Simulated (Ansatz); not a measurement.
Isolated molecules relaxed with PBE0-D4/def2-TZVP in Ansatz; ΔE leaves out vibrations. CBS: MP2 limit from def2 TZ/QZ plus the TZ coupled-cluster correction, frozen cores. This one scheme is used for every species. DFT in def2-TZVPP. B3LYP here is the variant with VWN-RPA as its local correlation; programs differ in this. Each species was taken in one conformer, which may not be the lowest.

Consider the cleavage of the B–Si bond: `C[SiH2]B1N[SiH2]1` + HCl → `ClB1N[SiH2]1` + `C[SiH3]`.

Question: Is it downhill or uphill in electronic energy at CCSD(T)/CBS, and by how much? (Estimate.)

Answer: The calculation gave: Downhill: ΔE = -81.0 kJ/mol.

Question: What do these levels give: PBE-D4, PBE0-D4, ωB97M-V, B2PLYP, r2SCAN, B3LYP? (Best estimate.)

Answer: The calculation gave: PBE-D4 -78.5, PBE0-D4 -80.7, ωB97M-V -87.4, B2PLYP -89.4, r2SCAN -86.9, B3LYP -89.3 kJ/mol.

Largest T1 diagnostic among the species: 0.014.

In def2-TZVPP, CCSD(T) changes the Hartree–Fock value by +17.4 kJ/mol (the triples alone add +1.4 kJ/mol) and MP2 by +9.4 kJ/mol. The D4 term adds +4.2 kJ/mol with B3LYP and +2.8 kJ/mol with PBE0; it sums over pairs of atoms, weighted by their polarisabilities, and B3LYP, whose exchange is more repulsive, gets the larger term.
